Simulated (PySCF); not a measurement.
Input file for PySCF: R-BP86/6-31G* on BH5OSi (SMILES OB[SiH3]).

```python
from pyscf import gto, scf, dft, mp
from pyscf.data.elements import chemcore

mol = gto.M(
    atom='''
    O     1.78041739   -0.34824882   -0.26049769
    B     0.73948160    0.40955974    0.15889068
    Si   -1.15093308   -0.28246624   -0.07632514
    H     2.64620154    0.05072572   -0.11310594
    H     0.95977341    1.47791419    0.66269073
    H    -1.82275065   -0.36235062    1.24832768
    H    -1.93456100    0.67409250   -0.90299247
    H    -1.21762922   -1.61922648   -0.71698784
    ''',
    basis='6-31g*',
    cart=True,
    charge=0, spin=0, verbose=3, max_memory=1800)
mf = dft.RKS(mol, xc='b88,p86')
mf.conv_tol = 1e-8
mf.max_cycle = 100
mf.kernel()
if not mf.converged:
    mf = mf.newton().run(mf.mo_coeff, mf.mo_occ)
```

The log:

```
converged SCF energy = -392.58968913009
```

The calculation finished and met its thresholds.

Cost: very roughly 8 core-seconds.
